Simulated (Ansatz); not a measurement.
Born–Oppenheimer molecular dynamics of F2H2OSi (6 atoms, charge 0, multiplicity 1). It starts from a relaxed structure.

Level of theory: RKS r2SCAN/6-31G* (Ansatz 0.2.0).

| Quantity | Value |
| --- | --- |
| ensemble | NVT, Nosé–Hoover chain |
| time step | 1 fs |
| steps asked | 500 |
| set temperature | 500 K |
| thermostat | time constant 100 fs, chain length 3 (defaults) |
| seed | 71874 |

First frame:

```xyz
6
Properties=species:S:1:pos:R:3
Si -0.083 -0.028 0.077
H 0.144 -0.039 1.526
F 1.300 0.114 -0.710
O -1.084 1.218 -0.253
H -1.357 1.364 -1.169
F -0.710 -1.415 -0.411
```

(1) How far do the bonds stretch over the last three quarters of this one trajectory? (Pairs bonded in most of those frames.)

Results:

(1) 
```csv
bond,mean (Å),spread (Å),shortest,longest
Si1–H2,1.473,0.037,1.41,1.53
Si1–F3,1.609,0.060,1.50,1.72
Si1–O4,1.641,0.050,1.54,1.75
Si1–F6,1.601,0.027,1.55,1.66
O4–H5,0.970,0.026,0.92,1.01
```

Mean temperature of the second half: 534 K. The conserved energy stayed within 1.5 meV per atom of its start (net change 0.98 meV per atom), so the integration is sound. A run of 0.5 ps of so small a system gives no equilibrium averages.

The run took 9.6 min on 2 threads of Intel(R) Xeon(R) Platinum 8259CL CPU @ 2.50GHz (Skylake/Cascade Lake), with other jobs on the host, peak memory 0.14 GiB.
